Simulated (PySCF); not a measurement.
# Electronic structure of Mo²⁺ (molybdenum, charge +2) at the UHF level

Configuration: [Kr] 4d3 5s1, high-spin 5F determinant (an excited configuration). Computed with PySCF 2.14 in def2-TZVPPD with the def2 core potential (28 electrons) (6s4p3d2f1g, 56 functions), with scalar relativity through the core potential.

| Item | Value |
| --- | --- |
| Total energy | -66.636858 hartree |
| One-electron energy | -105.6867 hartree |
| Hartree (Coulomb) energy | 45.7496 hartree |
| Exchange energy | -6.6997 hartree |
| ⟨S²⟩ | 6.0046 |
| ⟨L²⟩ | 12.056 |
| Sum of ⟨r⟩ | 17.63 bohr |
| Sum of ⟨r²⟩ | 32.38 bohr² |

```
shell  electrons  mean orbital energy (hartree)  rms radius, mean of both spins (bohr)
 4s α          1                       -3.89022                                   1.18
 4s β          1                       -3.70504                                   1.18
 4p α          3                       -2.73635                                   1.31
 4p β          3                       -2.50467                                   1.31
 4d α          3                       -1.14980                                   1.78
 5s α          1                       -0.81926                                   3.13
```

Energies and moments cover only the electrons outside the core potential.
